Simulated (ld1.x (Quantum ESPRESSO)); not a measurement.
## Te PAW: all-electron and pseudo phase curves

| Item | Value |
| --- | --- |
| Element | Te (Z = 52) |
| Generator | ld1.x (Quantum ESPRESSO) 7.5 |
| Type | PAW |
| Functional | PBEsol |
| Relativity | scalar-relativistic |
| Frozen core | [Ar] 3d10 |
| Valence charge | 24 |
| Reference configuration | 4s2 4p6 4d10 5s2 5p2.5 (charge +1.5) |
| Partial waves | 4s (bound): rcut 1.00, rcutus 1.05 bohr; 5s (bound): rcut 1.00, rcutus 1.05 bohr; 4p (bound): rcut 1.10, rcutus 1.20 bohr; 5p (bound): rcut 1.10, rcutus 1.20 bohr; 4d (bound): rcut 0.65, rcutus 0.90 bohr; 4d channel at -0.2 Ry: rcut 0.65, rcutus 0.90 bohr |
| Local potential | all-electron potential smoothed inside 0.85 bohr (lloc = -1) |
| Core correction | a·sin(br)/r model core, default radius (core density twice the valence density) |
| Augmentation charge | PSQ, inside the norm-conserving radii |

The phase is arctan(r·u′/u) with u = r·R(r), unwrapped; energies in Ry, scanned from -15 to 5 Ry. A pole is an energy at which the radial function vanishes at the test radius. The pseudo phase is shifted by a multiple of π to meet the all-electron one at the reference energy, and phase errors are pseudo minus all-electron; the curves can meet again beyond the range given. Levels narrower than the energy grid can be missing from the lists of poles.

| channel | radius (bohr) | reference energy (Ry) | poles, all-electron | poles, pseudo | unbroken range about the reference energy with phases within 0.05 rad | phase error 1 Ry above the reference energy (rad) |
| --- | --- | --- | --- | --- | --- | --- |
| s | 1.31 | -2.06 | -11.90 | -11.90, 3.85 | below 1.9 | -0.000 |
| p | 1.31 | -1.32 | -7.71 | -7.70 | the whole range | -0.000 |
| d | 1.31 | -4.09 | -1.27 | -1.27 | the whole range | +0.000 |

Phases in the p channel:

| E (Ry) | all-electron | pseudo |
| --- | --- | --- |
| -15.00 | 1.257 | 1.258 |
| -14.52 | 1.238 | 1.239 |
| -14.04 | 1.215 | 1.215 |
| -13.56 | 1.185 | 1.185 |
| -13.08 | 1.145 | 1.145 |
| -12.60 | 1.090 | 1.090 |
| -12.12 | 1.006 | 1.006 |
| -11.64 | 0.868 | 0.868 |
| -11.16 | 0.605 | 0.605 |
| -10.68 | 0.073 | 0.073 |
| -10.20 | -0.644 | -0.644 |
| -9.72 | -1.092 | -1.091 |
| -9.24 | -1.312 | -1.312 |
| -8.76 | -1.433 | -1.433 |
| -8.28 | -1.510 | -1.509 |
| -7.80 | -1.562 | -1.562 |
| -7.32 | -1.601 | -1.601 |
| -6.84 | -1.632 | -1.632 |
| -6.36 | -1.658 | -1.658 |
| -5.88 | -1.680 | -1.680 |
| -5.40 | -1.700 | -1.699 |
| -4.92 | -1.717 | -1.717 |
| -4.44 | -1.734 | -1.734 |
| -3.96 | -1.751 | -1.750 |
| -3.48 | -1.767 | -1.766 |
| -3.00 | -1.783 | -1.783 |
| -2.52 | -1.799 | -1.799 |
| -2.04 | -1.816 | -1.816 |
| -1.56 | -1.834 | -1.834 |
| -1.08 | -1.853 | -1.853 |
| -0.60 | -1.874 | -1.874 |
| -0.12 | -1.897 | -1.897 |
| 0.36 | -1.922 | -1.922 |
| 0.84 | -1.951 | -1.951 |
| 1.32 | -1.984 | -1.984 |
| 1.80 | -2.022 | -2.022 |
| 2.28 | -2.067 | -2.067 |
| 2.76 | -2.122 | -2.121 |
| 3.24 | -2.188 | -2.186 |
| 3.72 | -2.270 | -2.268 |
| 4.20 | -2.373 | -2.370 |
| 4.68 | -2.505 | -2.499 |
